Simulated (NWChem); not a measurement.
System: InH3O; SMILES [OH][InH2]

Output (shortened):

```
             Northwest Computational Chemistry Package (NWChem) 7.3.0
             --------------------------------------------------------

 CS  symmetry detected

                             Geometry "geometry" -> ""
                             -------------------------

 Output coordinates in angstroms (scale by  1.889725989 to convert to a.u.)

  No.       Tag          Charge          X              Y              Z
 ---- ---------------- ---------- -------------- -------------- --------------
    1 In                  49.0000    -0.00529313     0.28436901     0.00000000
    2 H                    1.0000    -1.58465087     0.95536053     0.00000000
    3 H                    1.0000     1.56618870     0.99789033     0.00000000
    4 O                    8.0000    -0.06620363    -1.72012520     0.00000000
    5 H                    1.0000     0.80745485    -2.12633067     0.00000000

 Effective nuclear repulsion energy (a.u.)     151.3390050074

      Symmetry information
      --------------------

 Group name             Cs
 Group number              2
 Group order               2
 No. of unique centers     5

                                 NWChem DFT Module
                                 -----------------

 Summary of "ao basis" -> "ao basis" (spherical)
 ------------------------------------------------------------------------------
       Tag                 Description            Shells   Functions and Types
 ---------------- ------------------------------  ------  ---------------------
 In                         def2-svp                10       26   4s4p2d
 H                          def2-svp                 3        5   2s1p
 O                          def2-svp                 6       14   3s2p1d

      Symmetry analysis of basis
      --------------------------

        a'         40
        a"         15

            General Information
            -------------------
          SCF calculation type: DFT
          Wavefunction type:  closed shell.
          No. of atoms     :     5
          No. of electrons :    32
           Alpha electrons :    16
            Beta electrons :    16
          Charge           :     0
          Spin multiplicity:     1
          Use of symmetry is: on ; symmetry adaption is: on
          Maximum number of iterations: 150
          AO basis - number of functions:    55
                     number of shells:    25
          Convergence on energy requested:  1.00D-06
          Convergence on density requested:  1.00D-05
          Convergence on gradient requested:  5.00D-04

              XC Information
              --------------
                  TPSS metaGGA Exchange Functional  1.000
             TPSS03 metaGGA Correlation Functional  1.000

             Grid Information
             ----------------
          Grid used for XC integration:  medium
          Radial quadrature: Mura-Knowles
          Angular quadrature: Lebedev.
          Tag              B.-S. Rad. Rad. Pts. Rad. Cut. Ang. Pts.
          ---              ---------- --------- --------- ---------
          In                  1.55      123           9.0       590
          H                   0.35       45          11.0       434
          O                   0.60       49           9.0       434
          Grid pruning is: on
          Number of quadrature shells:   307
          Spatial weights used:  Erf1

      Superposition of Atomic Density Guess
      -------------------------------------

 Sum of atomic energies:        -294.23929279

      Non-variational initial energy
      ------------------------------

 Total energy =    -265.514730
 1-e energy   =    -576.833380
 2-e energy   =     242.131398
 HOMO         =      -0.337987
 LUMO         =      -0.004257

      Symmetry analysis of molecular orbitals - initial
      -------------------------------------------------

  Numbering of irreducible representations:

     1 a'          2 a"

  Orbital symmetries:

     1 a'          2 a'          3 a'          4 a'          5 a"
     6 a'          7 a'          8 a'          9 a'         10 a"
    11 a"         12 a'         13 a'         14 a"         15 a'
    16 a'         17 a"         18 a'         19 a'         20 a'
    21 a'         22 a'         23 a"         24 a'         25 a'
    26 a"

     ---------------------------------------------
      Total Density - Mulliken Population Analysis
     ---------------------------------------------

    Atom       Charge   Shell Charges
 -----------   ------   -------------------------------------------------------
    1 In  21    20.01   2.60 -0.60  0.77  0.41  3.23  2.76  0.60  0.21  9.70  0.34
    2 H    1     1.15   0.65  0.49  0.01
    3 H    1     1.15   0.64  0.50  0.01
    4 O    8     9.03   1.99  1.12  0.69  3.14  2.09  0.00
    5 H    1     0.67   0.54  0.07  0.06

   convergence    iter        energy       DeltaE   RMS-Dens  Diis-err
 ---------------- ----- ----------------- --------- --------- ---------
 d= 0,ls=0.0,diis     1   -266.9122931673 -3.36D+02  5.34D-02  6.71D-01
 d= 0,ls=0.0,diis     2   -265.0166641688  1.90D+00  4.49D-02  1.31D+01
 d= 0,ls=0.0,diis     3   -267.0080283246 -1.99D+00  3.16D-03  1.69D-02
 d= 0,ls=0.0,diis     4   -267.0097278429 -1.70D-03  1.04D-03  5.18D-03
 d= 0,ls=0.0,diis     5   -267.0103877130 -6.60D-04  2.95D-04  2.92D-04
  Resetting Diis
 d= 0,ls=0.0,diis     6   -267.0104265284 -3.88D-05  9.56D-05  2.24D-05
 d= 0,ls=0.0,diis     7   -267.0104295118 -2.98D-06  1.92D-05  3.19D-07
 d= 0,ls=0.0,diis     8   -267.0104294468  6.50D-08  1.33D-05  9.60D-07
 d= 0,ls=0.0,diis     9   -267.0104295402 -9.34D-08  4.68D-06  1.23D-07

         Total DFT energy =     -267.010429540203
      One electron energy =     -578.244950537817
           Coulomb energy =      268.377710283417
    Exchange-Corr. energy =      -26.330442412204
 Nuclear repulsion energy =       69.187253126401

 Numeric. integr. density =       32.000008837301

[...]
```

Level: TPSS/def2-SVP with def2 effective core potentials on In. Coordinates come from a PBE0/def2-SVP optimisation. def2 effective core potentials on In; no spin-orbit coupling.

Question: Which NWChem input produces such a log?

Answer: This is not unique; one that fits is the input that was run:
```
start job
memory heap 200 mb stack 900 mb global 1100 mb
geometry units angstroms noautoz
  In    -0.031604     0.303871     0.000000
  H     -1.611506     0.973580     0.000000
  H      1.539298     1.018668     0.000000
  O     -0.090887    -1.700672     0.000000
  H      0.783101    -2.106168     0.000000
end
basis spherical
  * library def2-svp
end
ecp
  In library def2-ecp
end
dft
  xc xtpss03 ctpss03
  iterations 150
  mulliken
end
task dft energy
```
